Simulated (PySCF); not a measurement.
PySCF input for C2H2ClF3, SMILES FC(F)[C@H](F)Cl, TDDFT-ωB97X/def2-SVPD. The structure is a stationary point at PBE-D3(BJ)/def2-SVP. The values are those of a single conformer.

```python
import numpy as np
from pyscf import gto, scf, dft, tdscf

mol = gto.M(
    atom='''
    F     1.45649096   -1.43051148    0.65339911
    C     0.97675297   -0.18549562    0.36561940
    F     1.48322596    0.21065572   -0.82633243
    C    -0.55477881   -0.27138540    0.29406720
    F    -0.92494346   -1.06140957   -0.74510470
    Cl   -1.23572133    1.37868358    0.11175022
    H     1.29780863    0.52442572    1.16247934
    H    -0.95535215   -0.68937248    1.24198951
    ''',
    basis='def2-SVPD',
    charge=0,
    spin=0,
    max_memory=1600,
    verbose=4,
)
mf = dft.RKS(mol, xc='wb97x').density_fit(auxbasis='def2-universal-jkfit')
mf.grids.level = 3
mf.conv_tol = 1e-9
mf.max_cycle = 100
mf.kernel()
mf.grids = dft.Grids(mol).set(level=1).build(with_non0tab=True)  # coarser grid for the response kernel
td = tdscf.TDDFT(mf)
td.singlet = True
td.nstates = 10
td.conv_tol = 1e-4
td.positive_eig_threshold = 1e-6
td.kernel(x0=td.get_init_guess(mf, 15))
td.analyze()
tt = tdscf.TDA(mf)
tt.singlet = False
tt.nstates = 4
tt.conv_tol = 1e-4
tt.positive_eig_threshold = 1e-6
tt.kernel(x0=tt.get_init_guess(mf, 9))
tt.analyze(verbose=3)
```

It prints:

```
PySCF version 2.14.0

[INPUT] verbose = 4
[INPUT] num. atoms = 8
[INPUT] num. electrons = 58
[INPUT] charge = 0
[INPUT] spin (= nelec alpha-beta = 2S) = 0
[INPUT] symmetry False subgroup None
[INPUT] Mole.unit = angstrom
[INPUT] Symbol           X                Y                Z      unit          X                Y                Z       unit  Magmom
[INPUT]  1 F      1.456490960000  -1.430511480000   0.653399110000 AA    2.752369017305  -2.703274915246   1.234745367935 Bohr   0.0
[INPUT]  2 C      0.976752970000  -0.185495620000   0.365619400000 AA    1.845795604656  -0.350535919106   0.690920531828 Bohr   0.0
[INPUT]  3 F      1.483225960000   0.210655720000  -0.826332430000 AA    2.802890845245   0.398081617373  -1.561541980546 Bohr   0.0
[INPUT]  4 C     -0.554778810000  -0.271385400000   0.294067200000 AA   -1.048380010612  -0.512844080206   0.555706470218 Bohr   0.0
[INPUT]  5 F     -0.924943460000  -1.061409570000  -0.745104700000 AA   -1.747889820108  -2.005773393292  -1.408043817126 Bohr   0.0
[INPUT]  6 Cl    -1.235721330000   1.378683580000   0.111750220000 AA   -2.335174879983   2.605334378635   0.211177310160 Bohr   0.0
[INPUT]  7 H      1.297808630000   0.524425720000   1.162479340000 AA    2.452502872797   0.991020983478   2.196767578065 Bohr   0.0
[INPUT]  8 H     -0.955352150000  -0.689372480000   1.241989510000 AA   -1.805353916014  -1.302725185012   2.347020023483 Bohr   0.0

nuclear repulsion = 317.45497169693
number of shells = 62
number of NR pGTOs = 224
number of NR cGTOs = 152
basis = def2-SVPD
ecp = {}


[settings echo left out]
init E= -837.291125879319
  HOMO = -0.331459985056735  LUMO = 0.0239211541533733  gap/eV = 9.67041
cycle= 1 E= -836.458968104943  delta_E= 0.832  |g|= 0.958  |ddm|= 3.12
  HOMO = -0.446068163374729  LUMO = -0.00439710575470631  gap/eV = 12.01848
cycle= 2 E= -836.436477258568  delta_E= 0.0225  |g|= 1.12  |ddm|= 1.79
  HOMO = -0.439098885190877  LUMO = 0.0608397487417536  gap/eV = 13.60402
cycle= 3 E= -836.6501520586  delta_E= -0.214  |g|= 0.0699  |ddm|= 0.903
  HOMO = -0.438423215979671  LUMO = 0.0683239779981406  gap/eV = 13.78929
cycle= 4 E= -836.651035566604  delta_E= -0.000884  |g|= 0.0293  |ddm|= 0.109
  HOMO = -0.437430443970634  LUMO = 0.0689083795453955  gap/eV = 13.77818
cycle= 5 E= -836.651236057112  delta_E= -0.0002  |g|= 0.00813  |ddm|= 0.0435
  HOMO = -0.437906658393269  LUMO = 0.0690655998904504  gap/eV = 13.79542
cycle= 6 E= -836.651252858133  delta_E= -1.68e-05  |g|= 0.00255  |ddm|= 0.0139
  HOMO = -0.43791366801223  LUMO = 0.0690643523960901  gap/eV = 13.79557
cycle= 7 E= -836.651254759604  delta_E= -1.9e-06  |g|= 0.000829  |ddm|= 0.00444
  HOMO = -0.437895642722054  LUMO = 0.0690343111263596  gap/eV = 13.79427
cycle= 8 E= -836.651255009103  delta_E= -2.49e-07  |g|= 0.000288  |ddm|= 0.00193
  HOMO = -0.43791393914792  LUMO = 0.069040288242427  gap/eV = 13.79493
cycle= 9 E= -836.651255036048  delta_E= -2.69e-08  |g|= 6.52e-05  |ddm|= 0.000556
  HOMO = -0.437919152093123  LUMO = 0.0690375542000634  gap/eV = 13.79499
cycle= 10 E= -836.651255038145  delta_E= -2.1e-09  |g|= 1.42e-05  |ddm|= 0.000182
  HOMO = -0.437916568150654  LUMO = 0.0690396923371357  gap/eV = 13.79498
cycle= 11 E= -836.651255038238  delta_E= -9.3e-11  |g|= 7e-06  |ddm|= 4.49e-05
  HOMO = -0.437917906158568  LUMO = 0.0690383658216684  gap/eV = 13.79498
Extra cycle  E= -836.651255038241  delta_E= -3.18e-12  |g|= 6.87e-06  |ddm|= 1.59e-05
converged SCF energy = -836.651255038241
tot grids = 37520
Overwritten attributes  positive_eig_threshold  of <class 'pyscf.tdscf.rks.TDDFT'>


******** <class 'pyscf.tdscf.rks.TDDFT'> for <class 'pyscf.df.df_jk.DFRKS'> ********
nstates = 10 singlet
deg_eia_thresh = 1.000e-03
wfnsym = None
conv_tol = 0.0001
eigh lindep = 1e-12
eigh level_shift = 0
eigh max_cycle = 100


Excitation energies (eV)
[ 7.51183991  7.91704068  9.2622372   9.49314007  9.73536989  9.79124932
 10.08545371 10.32432552 10.49563908 10.65164575]

** Singlet excitation energies and oscillator strengths **
Excited State   1:      7.51184 eV    165.05 nm  f=0.0007
      29 -> 30       -0.64712
      29 -> 31        0.13250
      29 -> 34       -0.17388
Excited State   2:      7.91704 eV    156.60 nm  f=0.0010
      28 -> 30        0.65399
      28 -> 31       -0.12933
      28 -> 34        0.18376
Excited State   3:      9.26224 eV    133.86 nm  f=0.0214
      27 -> 30       -0.10190
      29 -> 30        0.12209
      29 -> 31        0.61794
      29 -> 33       -0.12967
      29 -> 34        0.11182
      29 -> 36       -0.10790
Excited State   4:      9.49314 eV    130.60 nm  f=0.0315
      26 -> 30        0.12468
      27 -> 30        0.55319
      27 -> 35        0.13071
      29 -> 31        0.13007
      29 -> 32       -0.23292
      29 -> 34        0.11053
Excited State   5:      9.73537 eV    127.35 nm  f=0.0187
      27 -> 30       -0.18774
      27 -> 31        0.11376
      28 -> 31       -0.38187
      28 -> 34       -0.11379
      29 -> 32       -0.42768
      29 -> 35        0.11312
      29 -> 36        0.14315
Excited State   6:      9.79125 eV    126.63 nm  f=0.0663
      26 -> 30        0.11165
      27 -> 30        0.13806
      27 -> 31       -0.11276
      28 -> 31       -0.50785
      28 -> 34       -0.16373
      29 -> 32        0.30044
Excited State   7:     10.08545 eV    122.93 nm  f=0.0823
      26 -> 30       -0.50859
      26 -> 34       -0.10812
      27 -> 30        0.10205
      28 -> 32        0.35575
      28 -> 36       -0.12532
Excited State   8:     10.32433 eV    120.09 nm  f=0.0184
      27 -> 31       -0.50627
      27 -> 32       -0.25712
      27 -> 35        0.14043
      29 -> 32       -0.11830
      29 -> 33        0.22831
      29 -> 36        0.11001
Excited State   9:     10.49564 eV    118.13 nm  f=0.0958
      27 -> 31       -0.11029
      28 -> 32       -0.16225
      29 -> 32       -0.20719
      29 -> 33       -0.47445
      29 -> 34       -0.31780
      29 -> 35       -0.13920
Excited State  10:     10.65165 eV    116.40 nm  f=0.0674
      25 -> 30        0.20045
      26 -> 30        0.18750
      27 -> 32        0.17582
      27 -> 35       -0.16664
      28 -> 32        0.21577
      29 -> 30        0.12141
      29 -> 33        0.17093
      29 -> 34       -0.36419
      29 -> 35       -0.15864

** Transition electric dipole moments (AU) **
state          X           Y           Z        Dip. S.      Osc.
  1         0.0348      0.0231     -0.0459      0.0039      0.0007
  2        -0.0575      0.0327     -0.0315      0.0054      0.0010
  3         0.3057     -0.0265     -0.0062      0.0942      0.0214
  4         0.2177     -0.2785     -0.1025      0.1355      0.0315
  5        -0.0031     -0.0650     -0.2722      0.0783      0.0187
  6        -0.2922     -0.2812     -0.3349      0.2766      0.0663
  7         0.1291     -0.5611     -0.0417      0.3333      0.0823
  8         0.0427      0.1091      0.2430      0.0728      0.0184
  9        -0.0785     -0.4918      0.3527      0.3724      0.0958
 10        -0.3786      0.2551      0.2232      0.2582      0.0674

** Transition velocity dipole moments (imaginary part, AU) **
state          X           Y           Z        Dip. S.      Osc.
  1         0.0139      0.0087     -0.0167      0.0005      0.0013
  2        -0.0195      0.0094     -0.0139      0.0007      0.0015
  3         0.1046     -0.0094     -0.0046      0.0110      0.0216
  4         0.0773     -0.0969     -0.0324      0.0164      0.0314
  5        -0.0027     -0.0234     -0.0958      0.0097      0.0181
  6        -0.1043     -0.1004     -0.1224      0.0359      0.0666
  7         0.0485     -0.2095     -0.0147      0.0465      0.0836
  8         0.0189      0.0386      0.0902      0.0100      0.0175
  9        -0.0340     -0.1911      0.1375      0.0566      0.0978
 10        -0.1479      0.0999      0.0872      0.0395      0.0672

** Transition magnetic dipole moments (imaginary part, AU) **
state          X           Y           Z
  1        -0.1160     -0.0191     -0.1453
  2        -0.3982     -0.1273      0.3098
  3         0.2652      0.4338      0.6129
  4         0.3872      0.0770      0.3467
  5         0.6484      0.2456     -0.1856
  6         0.3413      0.4210     -0.5805
  7        -0.1601     -0.1575     -0.7423
  8         0.3683     -0.4961     -0.1647
  9        -0.2769     -0.1322     -0.4196
 10        -0.0133      0.3575      0.1040
Overwritten attributes  positive_eig_threshold  of <class 'pyscf.tdscf.rks.TDA'>


******** <class 'pyscf.tdscf.rks.TDA'> for <class 'pyscf.df.df_jk.DFRKS'> ********
nstates = 4 triplet
deg_eia_thresh = 1.000e-03
wfnsym = None
conv_tol = 0.0001
eigh lindep = 1e-12
eigh level_shift = 0
eigh max_cycle = 100


Excitation energies (eV)
[6.79156002 7.10257382 8.59975835 9.02920037]

** Triplet excitation energies and oscillator strengths **
Excited State   1:      6.79156 eV    182.56 nm  f=0.0000
Excited State   2:      7.10257 eV    174.56 nm  f=0.0000
Excited State   3:      8.59976 eV    144.17 nm  f=0.0000
Excited State   4:      9.02920 eV    137.31 nm  f=0.0000
```

Self-consistency was reached.
